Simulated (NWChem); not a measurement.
System: C3H4O2Si; SMILES C=C=C1O[SiH2]O1

Here is an NWChem input.

```
start job
memory heap 200 mb stack 900 mb global 1100 mb
geometry units angstroms
  C      2.982544     0.176949    -0.202544
  C      1.690298     0.101916    -0.114827
  C      0.403215     0.024646    -0.027807
  O     -0.359409    -0.898476     0.656775
  Si    -1.732098    -0.103670     0.117953
  O     -0.548309     0.844391    -0.595104
  H      3.568247     0.748166     0.503194
  H      3.531055    -0.325164    -0.985524
  H     -2.482175    -0.878850    -0.848955
  H     -2.431423     0.586081     1.182787
end
basis spherical
  * library def2-svp
end
dft
  xc pbe0
  iterations 150
end
driver
  maxiter 120
end
task dft optimize
task dft freq
```

The level has its own optimisation; frequencies are unscaled. Brackets give each atom's bonded neighbours.

**Question.** Predict the main results of this run. (PBE0/def2-SVP.) Quantities: r C–C [C(CC)–C(CHH)] (Å); r C–H (Å); r C–C [C(CC)–C(COOSi)] (Å); r C–O (Å); highest harmonic frequency (cm⁻¹); lowest (cm⁻¹); zero-point energy (kcal/mol); dipole (D).

**Answer.** 
```yaml
r C–C [C(CC)–C(CHH)] (Å): 1.309
r C–H (Å): 1.098
r C–C [C(CC)–C(COOSi)] (Å): 1.309
r C–O (Å): 1.383
highest harmonic frequency (cm⁻¹): 3195
lowest (cm⁻¹): 115
zero-point energy (kcal/mol): 39.3
dipole (D): 1.81
```
